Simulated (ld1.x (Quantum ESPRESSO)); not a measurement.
What the settings do to the TM potential of neon (Ne)

Base potential:

- Element: neon
- Generator: ld1.x (Quantum ESPRESSO) 7.5
- Type: norm-conserving Troullier–Martins (Kleinman–Bylander form)
- Functional: PBE
- Relativity: non-relativistic
- Frozen core: none
- Valence charge: 10
- Reference configuration: 1s2 2s2 2p6
- Partial waves: 2p (bound): rc 1.00 bohr; 1s (bound): rc 0.30 bohr
- Local potential: the s channel
- Core correction: none

Occupied shells without a wave of their own: 2s. They enter only through the test configuration that unscreens the potential.

Cutoffs, loose and tight: the cutoffs (Ry, on a coarse ladder) from which the occupation-weighted sum of valence levels, in a spherical-Bessel basis at the reference potential, stays within 10 and 1 mRy of its value at 400 Ry. They do not see the model core or the augmentation charge, which bear on the density cutoff. Test errors are all-electron minus pseudo excitation energies from the reference, over the configurations 1s2 2s2 2p5; 1s2 2s2 2p4; 1s2 2s2 2p3; 1s2 2s2 2p2; 1s2 2s1 2p6; 1s1 2s2 2p6; 1s2 2s2 2p5.5. A dash means not determined; rows that change the core or the reference have their own tests.

Cutoffs are not given where the Bessel-basis levels miss the radial ones by over 6 mRy, ghosts where they miss by over 20 mRy; a channel whose overlap is not positive is not tested.

| change | outcome | bound ghosts | largest test error (meV) |
| --- | --- | --- | --- |
| base | generated, misses its reference levels by 2.76 eV | not determined | +2967 |
| wave 2p (bound): rc 1.00 bohr becomes 2p (bound): rc 0.68 bohr | generated, misses its reference levels by 2.76 eV | not determined | +2981 |
| wave 2p (bound): rc 1.00 bohr becomes 2p (bound): rc 0.76 bohr | generated, misses its reference levels by 2.76 eV | not determined | +2981 |
| wave 2p (bound): rc 1.00 bohr becomes 2p (bound): rc 0.82 bohr | generated, misses its reference levels by 2.76 eV | not determined | +2979 |
| wave 2p (bound): rc 1.00 bohr becomes 2p (bound): rc 0.92 bohr | generated, misses its reference levels by 2.76 eV | not determined | +2973 |
| wave 2p (bound): rc 1.00 bohr becomes 2p (bound): rc 1.02 bohr | generated, misses its reference levels by 2.76 eV | not determined | +2965 |
| wave 2p (bound): rc 1.00 bohr becomes 2p (bound): rc 1.12 bohr | generated, misses its reference levels by 2.76 eV | not determined | +2951 |
| wave 2p (bound): rc 1.00 bohr becomes 2p (bound): rc 1.20 bohr | generated, misses its reference levels by 2.76 eV | not determined | +2941 |
| wave 2p (bound): rc 1.00 bohr becomes 2p (bound): rc 1.32 bohr | generated, misses its reference levels by 2.76 eV | not determined | +2915 |
| wave 2p (bound): rc 1.00 bohr becomes 2p (bound): rc 1.40 bohr | generated, misses its reference levels by 2.76 eV | not determined | +3790 |

**Question.** What comes out with this change to the base: wave 2p (bound): rc 1.00 bohr becomes 2p (bound): rc 1.48 bohr?

**Answer.** outcome: generated, misses its reference levels by 2.76 eV; bound ghosts: not determined; largest test error (meV): +4565.
